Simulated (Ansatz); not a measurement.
Molecule: hydroxy(trimethyl)silane, C₃H₁₀OSi, charge 0, multiplicity 1. 
Coordinates optimised at B3LYP-D3(BJ)/def2-TZVP (Ansatz, a quantum-chemistry and plane-wave program):
```xyz
15

Si    -0.0066    -0.0066     0.0338
C      1.8101     0.2824    -0.3267
C     -0.6654    -1.3271    -1.1220
C     -0.9803     1.5752    -0.1366
O     -0.2151    -0.4691     1.6190
H      1.9566     0.6240    -1.3546
H      2.3940    -0.6331    -0.2001
H      2.2264     1.0396     0.3411
H     -0.5693    -1.0183    -2.1661
H     -1.7212    -1.5271    -0.9271
H     -0.1200    -2.2676    -1.0078
H     -2.0356     1.4096     0.0894
H     -0.9111     1.9708    -1.1527
H     -0.6065     2.3388     0.5485
H      0.2134    -1.2748     1.9158
```

Wanted: atomisation energy (electronic, to ground-state atoms); the coupled-cluster value holds the core correlation from cc-pwCVTZ, in eV. Correlated levels leave the core frozen unless marked. Open shells are spin-unrestricted. Spin-orbit coupling is left out. No relativistic terms. Basis-set limits of correlation are two-point, X^-3; Hartree-Fock from the larger set.

Level to compare with: CCSD(T)/CBS(cc-pV(T+d)Z,cc-pV(Q+d)Z) plus the core term (Ansatz), 60.06 eV. It is a level with limits of its own, and the differences hold the functionals' basis error too.

Problem. Rank these functionals by how close they come to CCSD(T)/CBS(cc-pV(T+d)Z,cc-pV(Q+d)Z), closest first: revPBE/def2-TZVPD (Ansatz); BHLYP/def2-TZVPD (Ansatz); PBE/def2-TZVPD (Ansatz).

Solution. PBE/def2-TZVPD (GGA, 59.96 eV, difference -0.10), revPBE/def2-TZVPD (GGA, 58.15 eV, difference -1.91), BHLYP/def2-TZVPD (global hybrid, 58.09 eV, difference -1.97)
